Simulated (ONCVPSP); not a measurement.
Before and after: ONCV potential for Ge

ONCVPSP 4.0.1 input, shortened (lines: element, Z, core and valence counts, functional; n l f; lmax; l rc ep ncon nbas qcut; lloc lpopt rc5 dvloc0; l nproj debl; icmod fcfact rcfact), LDA (Perdew-Zunger), scalar-relativistic:

```
  Ge 32.00    5    2        3      upf
    1    0    2.00
    2    0    2.00
    2    1    6.00
    3    0    2.00
    3    1    6.00
    3    2   10.00
    4    0    2.00
    2
    0    1.70    0.00    5    8    3.60
    1    1.55    0.03    4    9    4.50
    2    0.85    0.00    3    8   14.40
    4    1    0.55   -1.00
    0    2    1.90
    1    2    2.40
    2    2    1.40
    0    0.00    0.00
```

In the p channel the program set the typed energies aside and used 0.050, 2.450 Ha. In the d channel the program set the typed energies aside and used -1.821, 0.250 Ha.

Change: s: nproj 3.

Cutoffs: the cutoffs (Ha) at which the residual kinetic energy of the hardest occupied pseudo-wave falls to 1 and 0.1 mHa per electron; they do not see the model core or the augmentation charge, which bear on the density cutoff. Errors are all-electron minus pseudo energies relative to the spin-unpolarised reference configuration.

Question: How do hardness, ghosts and transferability respond?

Answer: The potential gets neither clearly harder nor softer (102 Ha and 356 Ha → 102 Ha and 356 Ha); both files keep a bound ghost (s); the errors of the 3 common tests hardly move; the range in which the s phases agree widens (upper end 3.7 → at the end of the scan).

| quantity | base | changed |
| --- | --- | --- |
| cutoff, loose | 102 Ha | 102 Ha |
| cutoff, tight | 356 Ha | 356 Ha |
| bound ghosts | s | s |
| GHOST(+) flags under 300 eV | p at 9.4 eV | p at 9.4 eV |
| tests with a reliable result | 3 of 4 | 3 of 4 |
| error for 3d10 4s2 4p2, meV [ΔE -23.35 eV] | +86 | +86 |
| error for 3d10 4s2 4p1, meV [ΔE -15.72 eV] | +50 | +49 |
| error for 3d9 4s2 4p2, meV [ΔE 15.59 eV] | -227 | -232 |
| s: phases at 1.72 bohr within 0.05 rad from the reference energy up to (Ha; the scan ends near 5) | 3.7 | to the end of the scan |
| p: phases at 1.58 bohr within 0.05 rad from the reference energy up to (Ha; the scan ends near 5) | 0.3 | 0.3 |
| d: phases at 0.86 bohr within 0.05 rad from the reference energy up to (Ha; the scan ends near 5) | to the end of the scan | to the end of the scan |

 A true bound ghost makes a file unfit for plane-wave use even where its test errors are small: the radial tests pick states by their node count and pass the ghost by.
